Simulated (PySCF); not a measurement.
# Correlation energy of C (carbon, neutral)

[He] 2s1 2p3, high-spin 5S determinant (an excited configuration). Calculation: PySCF 2.14, in x2c-QZVPPall (7s4p3d2f1g, 57 functions); the spin-free X2C one-electron Hamiltonian (Gaussian nucleus). Frozen: 1s2; 4 electrons correlated.

```
  level  correlation energy (mhartree)
   CCSD                         -35.21
    (T)                          -0.39
CCSD(T)                         -35.60
```

Diagnostics: T1 = 0.0041, D1 = 0.0066, largest double amplitude 0.027.

Cost of the coupled-cluster step: of the order of 5 core-seconds, for 4 correlated electrons.

Iterations:

```
CC2 = 0
CCSD nocc = (np.int64(4), np.int64(0)), nmo = (56, 56)
frozen orbitals [[0], [0]]
max_cycle = 100
direct = 0
conv_tol = 1e-08
conv_tol_normt = 1e-06
diis_space = 8
diis_start_cycle = 0
Init t2, MP2 energy = -0.0284537549788698
Init E_corr(UCCSD) = -0.0284537549905985
cycle = 1  E_corr(UCCSD) = -0.0337008013567865  dE = -0.00524704637  norm(t1,t2) = 0.0208461
cycle = 2  E_corr(UCCSD) = -0.0348345309827009  dE = -0.00113372963  norm(t1,t2) = 0.00612545
cycle = 3  E_corr(UCCSD) = -0.03524455757378  dE = -0.000410026591  norm(t1,t2) = 0.00226721
cycle = 4  E_corr(UCCSD) = -0.0352140285364827  dE = 3.05290373e-05  norm(t1,t2) = 0.000373632
cycle = 5  E_corr(UCCSD) = -0.0352141498617352  dE = -1.21325253e-07  norm(t1,t2) = 2.23358e-05
cycle = 6  E_corr(UCCSD) = -0.0352140935521204  dE = 5.63096149e-08  norm(t1,t2) = 2.22212e-06
cycle = 7  E_corr(UCCSD) = -0.0352141088476528  dE = -1.52955324e-08  norm(t1,t2) = 2.07341e-07
cycle = 8  E_corr(UCCSD) = -0.035214107849953  dE = 9.97699805e-10  norm(t1,t2) = 3.49302e-08
UCCSD converged
E(UCCSD) = -37.64891891880228  E_corr = -0.035214107849953
UCCSD(T) correction = -0.000388759516696205
```
